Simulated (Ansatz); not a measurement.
BeCl-, closed-shell singlet (lowest of 2S+1 = 1, 3 at CCSD(T)/def2-TZVPP on PBE0 minima; our sources give no spin for the ground state, which may be another), most abundant isotopes (9.0122 and 34.9689 u). Constants from fifth-degree fits in 1/R to seven points on the lowest solution found; no spin–orbit coupling, no relativity up to Kr; ω_e x_e and α_e move by some per cent with the fit.

Correlated levels freeze the cores. CBS: X⁻³ extrapolation of the correlation energy, Hartree–Fock from the larger set.

Programs: Ansatz (a quantum-chemistry and plane-wave program) with Gaussian orbitals. Each number belongs to the level named beside it.

```tsv
level	r_e (Å)	ω_e (cm⁻¹)	ω_e x_e (cm⁻¹)	α_e (cm⁻¹)
PBE/def2-TZVPP	1.9529	549.5	7.22	0.0106
CCSD(T)/CBS(aug-cc-pV(Q+d)Z, aug-cc-pV(5+d)Z)	1.9335	572.5	8.11	0.0108
```

Task: Derive the rotational constants, the centrifugal constant, the fundamental, the zero-point energy and the force constant.

Result: 
μ = 7.16549 u.
- PBE/def2-TZVPP: B_e = 16.8576/(μ r_e²) = 0.61689 cm⁻¹; B₀ = B_e − α_e/2 = 0.61160 cm⁻¹; D = 4B_e³/ω_e² = 3.11e-06 cm⁻¹; fundamental ω_e − 2ω_e x_e = 535 cm⁻¹; zero-point energy ω_e/2 − ω_e x_e/4 = 273 cm⁻¹; k = μ(2πcω_e)² = 127 N/m; the line J = 1 ← 0 at 2B₀ = 36.67 GHz
- CCSD(T)/CBS(aug-cc-pV(Q+d)Z, aug-cc-pV(5+d)Z): B_e = 16.8576/(μ r_e²) = 0.62932 cm⁻¹; B₀ = B_e − α_e/2 = 0.62391 cm⁻¹; D = 4B_e³/ω_e² = 3.04e-06 cm⁻¹; fundamental ω_e − 2ω_e x_e = 556 cm⁻¹; zero-point energy ω_e/2 − ω_e x_e/4 = 284 cm⁻¹; k = μ(2πcω_e)² = 138 N/m; the line J = 1 ← 0 at 2B₀ = 37.41 GHz

Doubts at one or more of the structures used: a restricted determinant that unrestricted orbitals would lower (CCSD(T)/CBS(aug-cc-pV(Q+d)Z, aug-cc-pV(5+d)Z)).
